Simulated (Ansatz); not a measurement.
Cd₇Se₆Br₂. Charge 0, multiplicity 1. Geometry PBE-D4/def2-SVP, basis def2-SVP, Ansatz.

```xyz
15

Cd   -0.5260   -1.4916    1.6874
Cd   -2.5786   -2.1885   -0.5916
Cd   -4.2538    0.1953   -2.6623
Cd   -0.8285    1.2806   -2.3731
Cd    2.1162    1.0789   -0.3856
Cd   -0.8967    1.8504    0.2537
Cd    1.7986    0.6284    2.9765
Se    0.6104   -1.3886   -2.1814
Se    1.6810   -1.6188    0.1384
Se    0.7046   -1.6224    4.0500
Se    1.9346    0.5007   -2.9200
Se    1.5445    2.6975    1.5639
Se    2.8662   -1.7563    2.8645
Br   -1.9456    1.2400   -4.6716
Br   -2.2270    0.5946    2.2513
```

| run | HOMO (eV) | LUMO (eV) |
| --- | --- | --- |
| A | -5.86 | -3.19 |
| B | -5.37 | -3.72 |
| C | -4.98 | -3.61 |
| D | -5.14 | -3.73 |

In the def2 sets Cd takes a core potential; there is no spin–orbit coupling. Single mean-field runs in def2-SVP are fitted with def2-universal-jkfit. Another isomer (singlet) lies 2.25 eV lower at PBE0-D4/def2-TZVP; other spin states weren't run for this one.

Problem. The runs used BLYP, PBE, PBE0, r2SCAN. Estimate which is which.

Solution. A PBE0 (25 % exact exchange); B r2SCAN (0 % exact exchange); C BLYP (0 % exact exchange); D PBE (0 % exact exchange). Exact exchange lowers occupied and raises empty levels; among semilocal functionals meta-GGAs tend to open the gap a little, and such runs are hard to tell apart. The gap grows from 1.37 eV (BLYP) to 2.67 eV (PBE0).
